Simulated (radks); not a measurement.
Spherical quantum dot in the effective-mass picture: electrons in a well V = -V0 / (1 + exp((r - R)/a)) with V0 = 2.56, R = 9.07, a = 0.76, with a point charge +1 (a donor) at the centre, all in effective atomic units (hartree* = m*/eps^2 hartree, bohr* = eps/m* bohr), one dielectric constant everywhere. Calculated with a radial shooting solver with Libxc functionals: non-relativistic Kohn-Sham, LDA (Slater exchange, Perdew-Wang correlation), spin-polarised, spherical densities. Levels are named by radial order and angular momentum (1s, 1p, 1d, 2s, ...), and open shells are averaged over m.

N = 10, configuration 1s2 1p6 1d(up 1, down 0) 2s(up 1, down 0). This is the lowest configuration that the search found. Occupied and some empty levels:

level,occupation,eigenvalue (hartree*),<r> (bohr*)
1s up,1,-1.2118,3.542
1s down,1,-1.1806,4.999
1p up,3,-1.1408,5.833
1p down,3,-1.1318,5.838
2s up,1,-1.1263,4.070
1d up,1,-1.0748,6.105
1d down,0,-1.0660,6.105
2s down,0,-1.0539,3.071
1f up,0,-0.98763,6.328
1f down,0,-0.97870,6.329
1g up,0,-0.88132,6.526
1g down,0,-0.87241,6.530
2p up,0,-0.84831,4.648
2p down,0,-0.83443,4.766

Energy (hartree*): total -19.2176, kinetic 1.5175, external -27.360, Hartree 8.3180, exchange-correlation -1.6928.

Electron density:

r (bohr*),n(r) (e/bohr*^3)
0.227,0.1920
0.797,0.06268
1.37,0.02207
1.94,0.008953
2.51,0.004775
3.08,0.003812
3.65,0.004165
4.22,0.005090
4.79,0.006095
5.36,0.006673
5.93,0.006367
6.50,0.005059
7.07,0.003181
7.63,0.001502
8.21,0.0005094
8.78,0.0001214
9.35,0.00002099
9.91,2.821e-06
10.5,3.307e-07
11.1,3.512e-08
